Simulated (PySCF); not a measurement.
All values below come from B3LYP-D3(BJ)/def2-TZVP run with PySCF. All species are isolated molecules in the gas phase. B3LYP has the VWN-RPA correlation part, as in Gaussian. 

Reference species (SMILES): `[SiH3]Cl` (neutral, multiplicity 1).

```
Property       Result
-------------  ------
dipole moment  1.32 D
```

Changed species: `C#C[SiH2]Cl` (whole molecule; the reference has whole molecule).

Task: Predict the effect on the dipole moment.

Result: the dipole moment rises by 0.29 D, to 1.61 D.
